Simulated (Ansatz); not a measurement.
System: diarsenic, As2, charge 0, multiplicity 1. SMILES: [As]#[As]
Structure (B3LYP-D3(BJ)/def2-TZVP (Ansatz, an electronic-structure program) minimum search):
```
As
As 1 2.1041
```

Property: vertical electron affinity (to the doublet state of charge -1; a negative value means that the extra electron is unbound and the number depends on the basis; each state is the SCF solution reached for its spin; the UHF <S^2> is 1.17 for the doublet (pure: 0.75); for the doublet T1 is 0.074; for the singlet the Hartree-Fock reference is unstable and T1 is 0.017), in eV. Valence correlation only, unless marked. Open shells are spin-unrestricted. Spin-orbit coupling is left out. The frozen core is the preceding noble-gas configuration, with the filled d and f shells of earlier blocks. Non-relativistic. Anions need diffuse functions: aug- sets have them; def2-D sets add few. CBS(X,Y): correlation extrapolated as X^-3; Hartree-Fock from the larger set.

```
level                                 program  vertical electron affinity (eV)
------------------------------------  -------  -------------------------------
PBE/def2-TZVPD                         Ansatz                             0.56
PBE0/def2-TZVPD                        Ansatz                             0.72
CAM-B3LYP/def2-TZVPD                   Ansatz                       (withheld)
wB97X-V/def2-TZVPD                     Ansatz                             0.72
CCSD/def2-SVPD                         Ansatz                             0.10
CCSD/aug-cc-pVTZ                       Ansatz                       (withheld)
CCSD/def2-TZVPPD                       Ansatz                             0.41
CCSD/def2-QZVPPD                       Ansatz                             0.61
CCSD(T)/CBS(aug-cc-pVTZ,aug-cc-pVQZ)   Ansatz                       (withheld)
```

**Question.** Fill in the missing entries.

**Answer.** 
- CAM-B3LYP/def2-TZVPD, vertical electron affinity (eV): 0.73
- CCSD/aug-cc-pVTZ, vertical electron affinity (eV): 0.63
- CCSD(T)/CBS(aug-cc-pVTZ,aug-cc-pVQZ), vertical electron affinity (eV): 0.69
